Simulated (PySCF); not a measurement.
## Cl⁺: ionisation energy

Cl⁺ [Ne] 3s2 3p4 (3P) → Cl²⁺ [Ne] 3s2 3p3 (4S), as a difference of total energies. Computed with PySCF 2.14 in aug-cc-pVQZ-DK (7s6p4d3f2g, 84 functions), with scalar relativity by spin-free X2C-1e. Correlated levels: valence: [Ne] frozen. The calculations carry no spin-orbit coupling.

| method | ionisation energy (eV) |
| --- | --- |
| UHF | 22.579 |
| LDA | 23.968 |
| PBE | 23.833 |
| PBE0 | 23.828 |
| r2SCAN | 23.792 |
| r2SCAN0 | 23.780 |
| BP86 | 24.015 |
| CAM-B3LYP | 23.965 |
| TPSS | 23.892 |
| MP2 (valence) | 23.479 |
| SCS-MP2 (valence) | 23.587 |

**Question.** How much does correlation contribute at MP2 (valence)?

**Answer.** 23.479 − (22.579) = 0.900 eV, measured against UHF.

Errors of the correlated levels include the incompleteness of this basis and the frozen core.

For comparison: 23.771 eV (measured; NIST levels, between the centres of gravity of the two terms).
